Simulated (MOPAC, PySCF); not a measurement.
Isomers of H5NSi2. Gas-phase values, no solvent. Strings in code marks are SMILES.

Quantity: electronic energy of isomers of H5NSi2 relative to `[SiH2]=N[SiH3]`, in eV. Semi-empirical values (MOPAC) are differences of heats of formation.

Level 1: CAM-B3LYP-D3(BJ)/def2-TZVP (PySCF)
Level 2: PBE-D3(BJ)/def2-TZVP // CAM-B3LYP-D3(BJ)/def2-TZVP (PySCF)
Level 3: HF/6-31G* // CAM-B3LYP-D3(BJ)/def2-TZVP (PySCF)
Level 4: AM1 // CAM-B3LYP-D3(BJ)/def2-TZVP (MOPAC)

| species | level 2 | level 3 | level 4 |
|---|---|---|---|
| `N[SiH]=[SiH2]` | 0.131 | 0.89 | 1.61 |
| `[H]/N=[SiH]\[SiH3]` | 0.49 | 1.06 | 1.41 |

Problem. What does level 1 give for each?

Solution. 
- `N[SiH]=[SiH2]`: 0.63
- `[H]/N=[SiH]\[SiH3]`: 0.83
